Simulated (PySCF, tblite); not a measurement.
Isomers of C3H8ClFSi. Computed values, GFN2-xTB/tblite, gas phase, harmonic and unscaled. Against measured fundamentals such values can be off by several per cent, at times by over 20. Modes of hydrogen on silicon can be 10 to 20 % off. One conformer each.

Electronic energies: PBE0/pcSseg-1 single points on the GFN2-xTB geometries (PySCF, gas phase).

```tsv
SMILES	electronic energy, lowest = 0 (kcal/mol)
C[C@@H](Cl)C[SiH2]F	4.9
C[C@@]([SiH3])(Cl)CF	52.4
F[C@@H](C[SiH3])CCl	49.5
CC[C@H](F)[SiH2]Cl	21.2
CC[Si@H](F)CCl	0.0
```

Q: How do GFN2-xTB zero-point energies change the relative energies?

A: 
```csv
SMILES,ZPE (kcal/mol),of it from modes above 1550 cm⁻¹,electronic (kcal/mol),"with ZPE, lowest = 0 (kcal/mol)",lowest mode (cm⁻¹),rings
CC[Si@H](F)CCl,65.1,33.4,0.0,0.0,19,0
C[C@@H](Cl)C[SiH2]F,64.2,32.4,4.9,3.9,56,0
CC[C@H](F)[SiH2]Cl,64.4,32.2,21.2,20.5,44,0
F[C@@H](C[SiH3])CCl,62.1,31.0,49.5,46.5,52,0
C[C@@]([SiH3])(Cl)CF,62.1,31.3,52.4,49.3,78,0
```

The zero-point energies span 3.0 kcal/mol, from `C[C@@]([SiH3])(Cl)CF` to `CC[Si@H](F)CCl`. The order is unchanged.

Q: And how do the electronic energies of GFN2-xTB itself compare?

A: `CC[Si@H](F)CCl` 14.4; `C[C@@H](Cl)C[SiH2]F` 0.0; `CC[C@H](F)[SiH2]Cl` 16.9; `F[C@@H](C[SiH3])CCl` 45.4; `C[C@@]([SiH3])(Cl)CF` 42.5 kcal/mol, lowest = 0. Against the energies above, taken from the same isomer `CC[Si@H](F)CCl`, the largest difference is 24.3 kcal/mol.

Q: What do entropy and thermal enthalpy add at 298.15 K and 1 bar (rigid rotor, harmonic oscillator, one conformer each)?

A: 
```tsv
SMILES	point group	symmetry number	S (cal/(mol K))	H − H(0) (kcal/mol)	ZPE + H − H(0) − TS (kcal/mol)
C[C@@H](Cl)C[SiH2]F	C1	1	91.7	5.94	42.8
CC[C@H](F)[SiH2]Cl	C1	1	92.2	5.98	42.9
F[C@@H](C[SiH3])CCl	C1	1	92.0	5.92	40.6
C[C@@]([SiH3])(Cl)CF	C1	1	90.8	6.09	41.1
```

Not tabulated: `CC[Si@H](F)CCl` (lowest mode only 19 cm⁻¹).
